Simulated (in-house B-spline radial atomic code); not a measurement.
Checks on a self-consistent run for Kr9+, [He] 2s1 2p6 3s2 3p6 3d10. Method: Dirac-Hartree-Fock, average of configuration, Fermi nucleus of rms radius 4.1884 fm. Calculated with a radial B-spline atomic code at the basis-set limit.

```csv
orbital,q,ε (Eh),<1/r>,<r²>,small-component weight
1s1/2,2,-539.43845,36.771,0.0023169,0.017075
2s1/2,1,-80.55469,8.29491,0.0393714,0.0034494
2p1/2,2,-73.13443,8.25838,0.0298081,0.0034383
2p3/2,4,-71.09578,7.97522,0.0311867,0.0033562
3s1/2,2,-17.70618,2.81748,0.304363,0.00090051
3p1/2,2,-15.18265,2.68978,0.307243,0.00083234
3p3/2,4,-14.85259,2.62519,0.317712,0.00081228
3d3/2,4,-10.36254,2.43333,0.312086,0.00071616
3d5/2,6,-10.30283,2.41564,0.315884,0.00070972
```

Electron-electron repulsion V_ee = 875.8404 hartree.

Problem. What total energy follows from the eigenvalues?

Solution. The eigenvalues count the repulsion twice, so E = Σqε - V_ee = -1818.539 - 875.840 = -2694.379 hartree; the run printed -2694.379.

Problem. Does the Dirac virial theorem hold?

Solution. For a point nucleus E = -2c²Σq·w, with w the small-component weight. Here Σq·w = 0.071739 and c = 137.0360, so the ratio E/(-2c²Σq·w) is 1.000016; the finite nucleus accounts for the departure from 1.

Problem. What diamagnetic shielding (Lamb formula) and susceptibility (Langevin formula) do the radii give?

Solution. σ = (α²/3)Σq<1/r> = 175.997/(3·137.036²) = 3124 ppm, and χ = -0.79199×10⁻⁶·Σq<r²> = -4.646×10⁻⁶ cm³/mol with Σq<r²> = 5.8661 bohr². Both are non-relativistic formulas without the paramagnetism of open shells.
